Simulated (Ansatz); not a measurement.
Computed with Ansatz on PBE0-D4/def2-TZVP structures; ΔE is electronic, products minus reactants. CCSD(T)/CBS is the MP2 limit (def2-TZVPP, def2-QZVPP) plus CCSD(T) − MP2 in def2-TZVPP, frozen cores. This one scheme is used for every species. DFT in def2-TZVPP. B3LYP here is the variant with VWN-RPA as its local correlation; programs differ in this. HSE06 is defined as in plane-wave codes. Each species was taken in one conformer, which may not be the lowest.

Reaction (ligand exchange at the Si–C bond): `NC(F)([SiH3])S` + `[OH][AlH2]` → `[AlH2][O][SiH3]` + `NC(F)S`

`NC(F)([SiH3])S`:

Z-matrix (Å, degrees):
```
C
F 1 1.417
Si 1 1.910 2 107.2
N 1 1.399 2 112.7 3 124.9
S 1 1.830 2 102.4 3 -116.2
H 3 1.490 1 108.8 2 74.1
H 3 1.480 1 108.7 2 -46.2
H 3 1.483 1 108.4 2 -166.9
H 4 1.012 1 113.0 2 -66.1
H 4 1.013 1 112.8 2 61.0
H 5 1.342 1 94.7 2 -172.6
```

`[OH][AlH2]`:

```xyz
5

O     0.679   -0.483   -0.886
Al   -0.372    0.007    0.351
H     1.369    0.074   -1.243
H    -0.230    1.458    0.972
H    -1.446   -1.055    0.806
```

`[AlH2][O][SiH3]`:

Cartesian coordinates in Å:
```
Al -0.321 1.369 -1.232
O -0.042 0.146 -0.113
Si 0.246 -1.049 0.947
H -0.132 2.863 -0.758
H -0.757 0.953 -2.692
H -1.007 -1.399 1.668
H 1.268 -0.624 1.941
H 0.746 -2.259 0.240
```

`NC(F)S`:

```xyz
8

N    -1.022   -0.309    0.659
C     0.226   -0.300    0.010
F     1.238   -0.482    0.926
S     0.520    1.277   -0.864
H    -1.275    0.579    1.072
H    -1.767   -0.674    0.088
H     0.281   -1.129   -0.697
H     1.800    1.039   -1.195
```

CCSD(T)/CBS gives -119.3 kJ/mol.

Q: Another level gave -128.3 kJ/mol. Which?
A. PBE/def2-TZVPP
B. SCS-MP2/def2-TZVPP
C. HSE06-D4/def2-TZVPP
D. B3LYP-D4/def2-TZVPP

A: B. SCS-MP2/def2-TZVPP -128.3, PBE -107.4, B3LYP-D4 -120.9, HSE06-D4 -114.2 kJ/mol.

Largest T1 diagnostic among the species: 0.013.

The D4 term adds +7.9 kJ/mol with B3LYP and +4.2 kJ/mol with PBE0; it sums over pairs of atoms, weighted by their polarisabilities, and B3LYP, whose exchange is more repulsive, gets the larger term. From BLYP to BHLYP (50 % exact exchange), in def2-TZVPP and without D4, ΔE moves by −19.1 kJ/mol. In def2-TZVPP, CCSD(T) changes the Hartree–Fock value by +37.6 kJ/mol (the triples alone add +6.2 kJ/mol) and MP2 by +37.2 kJ/mol.
